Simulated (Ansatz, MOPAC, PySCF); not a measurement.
Molecule: BiH$_{5}$, charge 0, multiplicity 1. SMILES: [BiH5]
Geometry: optimised at B3LYP-D3(BJ)/def2-TZVP (Ansatz, a quantum-chemistry and plane-wave program).

Property: vertical ionisation energy to the doublet, in eV. Conventions: valence correlation only (noble-gas shells and the d and f shells of earlier blocks); PM7 with its own dispersion and hydrogen-bond terms; dispersion terms only where a functional's name holds one; def2 sets with scalar-relativistic core potentials past Kr; UHF or UKS for open shells; LANL2DZ with its own core potentials from Na on; six Cartesian d functions in 6-31G* and its kin unless marked 5d; spin-orbit terms left out; each state is the SCF solution reached for its charge and spin. First-principles rows: single points at B3LYP-D3(BJ) geometries (Ansatz). Semi-empirical rows: differences of heats of formation at the shared geometry for vertical values. A UHF reference is markedly spin-contaminated in at least one set, which strains HF and MP2.

| level | program | vertical ionisation energy to the doublet (eV) |
|---|---|---|
| PM6 | MOPAC | 6.05 |
| PM7 | MOPAC | 5.79 |
| HF/6-31G* with LANL2DZ past Ar | Ansatz | 7.79 |
| PBE/6-31G* with LANL2DZ past Ar | Ansatz | 8.32 |
| B3LYP/6-31G* with LANL2DZ past Ar | Ansatz | 8.52 |
| M06-2X/6-31G* with LANL2DZ past Ar (5d) | PySCF | 8.63 |
| MP2/6-31G* with LANL2DZ past Ar | Ansatz | 8.10 |
| PBE/def2-TZVPD | Ansatz | 8.11 |
| PBE0/def2-TZVPD | Ansatz | 8.18 |

No value to compare with is used here. The 7 habitual levels span 5.79 (PM7) to 8.63 eV (M06-2X/6-31G* with LANL2DZ past Ar (5d)); PBE0/def2-TZVPD gives 8.18.

The levels are drawn from those run, B3LYP/6-31G* more often than the rest, none by its result; left out are runs that failed, that the program found above a lower state of the same kind, or whose <S^2> lies over 0.5 above the pure value.
